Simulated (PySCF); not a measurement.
Static response to an electric field

C7H7NO.
Geometry (GFN2-xTB, Å), atoms numbered from 1 in this order:
```xyz
16
C7H7NO angstrom
N      0.4683    2.0613    0.4127
C      1.1678    1.2017    0.7199
C      2.0331    0.1834    1.1335
C      1.8301   -1.1222    0.8715
C      0.7297   -1.6713    0.1175
C     -0.0799   -0.9628   -0.6362
C     -0.8896   -0.2748   -1.3682
C     -2.1088    0.4491   -0.8299
O     -2.0088    1.8297   -1.0257
H      2.8873    0.5101    1.7112
H      2.5338   -1.8402    1.2717
H      0.5923   -2.7444    0.1778
H     -0.6870   -0.1005   -2.4164
H     -2.2442    0.2023    0.2324
H     -2.9949    0.1260   -1.3859
H     -1.2367    2.1616   -0.5346
```

Level: wB97X-D/def2-SVPD (PySCF), static field, nuclei fixed, core orbitals frozen in the response. The polarisability tensor in these axes (au):

```
x   101.90 -12.99  27.02
y   -12.99 101.91  -3.60
z    27.02  -3.60  80.11
```

Question: Diagonalise the tensor; give its mean and Δα, where Δα² is half the sum of the squared differences of the eigenvalues.

Answer: Principal values 61.39, 95.75 and 126.78 au; mean 94.64 au = 14.02 Å³ = 15.60 × 10⁻⁴⁰ C²·m²/J; Δα = 56.65 au (60 % of the mean).

Question: What is the dipole moment, and where does it point?

Answer: (2.70, -3.99, 1.29) D, 4.98 D in size, pointing from the negative to the positive side. Measured along this direction, the outermost atoms are O9 at the negative end and H11 at the positive end.

Question: What are the principal values of the traceless quadrupole moment, Θ = ½Σq(3rr − r²1), about the centre of nuclear charge?

Answer: -6.93, -1.40, 8.33 D·Å. The values depend on the origin, since the dipole doesn't vanish. The electronic extent ⟨r²⟩ about the same centre is 1250 bohr², a root-mean-square distance of 2.34 Å for the 64 electrons.

Question: How large is μ²/3kT at 250 K beside α?

Answer: In Gaussian units μ²/3kT = 239.87 Å³ against 14.02 Å³, a ratio of 17.10; the Debye molar polarisation (4π/3)N_A(α + μ²/3kT) is 640.5 cm³/mol, leaving out the vibrational part.

Question: Rayleigh depolarisation ratio (linearly polarised light, static tensor)?

Answer: ρ = 3Δα²/(45ᾱ² + 4Δα²) = 9628.9/(403052 + 12838.6) = 0.0232.

Question: Find the Langevin capture rate constant for NH4+ (18.034 u) meeting this molecule (121.053 u), k = 2.342 × 10⁻⁹ cm³/s × √(α in Å³ / reduced mass in u).

Answer: The reduced mass is 15.70 u, so k = 2.21 × 10⁻⁹ cm³/s. The formula leaves out the permanent dipole, which adds to the capture rate.

Question: What would n − 1 = 2πNα be for an ideal gas of these molecules at 350 K and 1 atm, electronic part alone?

Answer: N = p/kT = 2.0968 × 10¹⁹ cm⁻³, so n − 1 = 2π × N × 14.02 × 10⁻²⁴ cm³ = 1848 × 10⁻⁶ at long wavelengths.

One conformer (not necessarily the lowest) at the GFN2-xTB geometry, without solvent, vibrations or thermal averaging.
